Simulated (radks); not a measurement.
Species: the mercury ion Hg76+. Configuration: [He] 2s2.

Method: Dirac Kohn-Sham, HCTH/407, spin-unpolarised, spherical densities, point nucleus; computed with a radial shooting solver on a logarithmic mesh with Libxc functionals.

Energy parts (eV):
| part | energy |
|---|---|
| total | -237442.04 |
| kinetic | 294651.63 |
| electron-nucleus | -536096.11 |
| Hartree | 6037.28 |
| exchange-correlation | -2034.84 |

Orbitals (lengths in bohr, moments of r in powers of bohr; <r^-3> diverges for s and p1/2; r(max) is where P^2 peaks):
\begin{tabular}{lrrrrr}
orbital & occ. & eigenvalue (eV) & <r> & r(max) & <r^-3> \\ \hline
1s1/2 & 2 & -92901.23 & 0.01652 & 0.01020 & - \\
2s1/2 & 2 & -23096.15 & 0.06643 & 0.05784 & - \\
\end{tabular}

The highest occupied level is 2s1/2 at -23096 eV. Summed over all electrons, <r^2> = 0.01128 bohr^2, which gives a Langevin (diamagnetic) susceptibility term of -0.00894 x 10^-6 cm^3/mol. The density falls to 0.001 e/bohr^3 at r = 0.26 bohr.
